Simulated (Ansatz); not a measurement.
A run for Ansatz (a first-principles code): R-CCSD(T)/def2-TZVPPD on GeH6S (a complex). Files ending in .json are basis or fitting sets from the Basis Set Exchange. The run froze 19 orbitals, filled d shells among them.

Ansatz 0.2 input:
```yaml
crystal:
  periodic: [false, false, false]
  atoms:
    - {symbol: S, position_ang: [0.15622602, -0.37545103, -0.31384901]}
    - {symbol: H, position_ang: [0.27778211, -1.63364362, 0.13843912]}
    - {symbol: H, position_ang: [-1.17203866, -0.37163864, -0.11926021]}
    - {symbol: Ge, position_ang: [-0.00979652, 0.18848539, 3.50021549]}
    - {symbol: H, position_ang: [-0.13759747, 0.33894849, 5.02658266]}
    - {symbol: H, position_ang: [-1.01675587, -0.86828753, 3.02072129]}
    - {symbol: H, position_ang: [1.41466098, -0.26275115, 3.15253350]}
    - {symbol: H, position_ang: [-0.31478906, 1.53383120, 2.82948804]}
basis:
  gaussian:
    orbitals: def2-TZVPPD.json
magnetization: {spin_polarized: false}
correlation: {method: ccsd_t, electrons: outside_noble_gas}
scf: {lower_state_search: off}
```

It printed:

```
WARN ansatz: RAYON_NUM_THREADS=2 ignored (pool sized by the plan → 2); use --threads N
Functional definition: HF
these checks for a lower state are left out or cut short: stability, starts, cluster_reference, orbital_swaps, neighbouring_geometries, increment
integrals: 0.89 GiB planned
1161 factors; integrals over basis functions are off by at most 1.5e-3 eV
mean field: 0.78 GiB planned
mean field evaluation 1: about -67384.7174 eV, gradient 1.5e1 eV
mean field evaluation 2: about -67384.7752 eV, gradient 1.5e1 eV
mean field evaluation 4: about -67385.9015 eV, gradient 2.5e0 eV
mean field evaluation 8: about -67385.9230 eV, gradient 2.1e-1 eV
mean field -67385.92330147 eV, -2476.3870055096 hartree, gradient 1.4e-6 eV, S^2 0.000000; 0 other end points of the search recorded, 0 dependent functions left out
19 core orbitals not correlated
reference -67385.92330147 eV, -2476.3870055096 hartree; 8, 8 occupied and 180, 180 virtual orbitals, 1161 factors
second order -9.10590840 eV of doubles, -0.00000000 eV of singles
coupled cluster: 2.13 GiB planned
cycle   1  -10.13330005 eV  change    -1.0e0 eV  update   7.4e-2
cycle   2  -10.51098988 eV  change   -3.8e-1 eV  update   2.4e-2
cycle   3  -10.52875550 eV  change   -1.8e-2 eV  update   5.9e-3
cycle   4  -10.52617919 eV  change    2.6e-3 eV  update   1.9e-3
cycle   5  -10.52542113 eV  change    7.6e-4 eV  update   5.1e-4
cycle   6  -10.52531248 eV  change    1.1e-4 eV  update   1.6e-4
cycle   7  -10.52532930 eV  change   -1.7e-5 eV  update   4.6e-5
cycle   8  -10.52533644 eV  change   -7.1e-6 eV  update   1.6e-5
perturbative correction -0.33826668 eV, -0.0124310714 hartree
Total energy: -67396.78690459 eV, -2476.7862355608 hartree
Checks for a lower state left out: stability, starts, cluster_reference, orbital_swaps, neighbouring_geometries, increment
```

Self-consistency was reached.

Cost: roughly 70 core-seconds.
